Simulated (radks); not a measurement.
Values are calculated unless marked as measured or tabulated.
Numerical settings for the germanium ion Ge3+, [Ar] 3d10 4s1. Code: a radial shooting solver on a logarithmic mesh with Libxc functionals. Model: Dirac Kohn-Sham, PBE, spin-unpolarised, spherical densities, finite nucleus; Fermi nuclear charge, rms radius 4.0742 fm. The defaults (mesh step 0.008 in ln r, mesh end at 40 bohr or more with all orbitals vanishing there, Anderson mixing 0.5 over 9 steps, residual threshold near 1e-9 with the energy settled to 1e-9 hartree or 1e-11 of itself, here a cap of 50 iterations) give E = -2096.8001 hartree and 4s1/2 at -40.450 eV in 15 iterations. Run on one thread of a shared host, so times are rough (Arm Neoverse N1): 0.12 s of CPU time, 0.12 s wall, 15 iterations on 2189 mesh points. Changes against that run (0 stands for a change within the tolerance of the run):

setting	iterations	converged	E (mhartree)	e(4s1/2) (meV)	CPU (s)
mesh step in ln r 0.05	15	yes	+0.0129	+0.0115	0.04
mesh step in ln r 0.012	15	yes	0	0	0.09
mesh step in ln r 0.2	7	no	diverged	-	0.02
mesh end (bohr) 1	14	level above zero	+5.88e+04	+6.14e+05	0.08
mesh end (bohr) 12	15	yes	0	0	0.12
residual threshold 1e-13	42	yes	0	0	0.23
residual threshold 1e-05	11	yes	0	-0.0333	0.1
mixing 2.5	19	yes	0	0	0.15
linear mixing, mixing 0.8	50	no	+14.9	+295	0.41
linear mixing, mixing 1	50	no	+7.52e+04	+1.33e+04	0.8
mixing history 2	21	yes	0	0	0.15
iteration cap 5	5	no	+5.15	+427	0.05

Settled on a wrong energy, with an occupied level pushed above zero by the early mesh end: mesh end (bohr) 1 (+58.8 hartree). Apart from these: no run marked as converged misses the energy by more than 1 mhartree. A mesh that ends early acts as a hard wall.
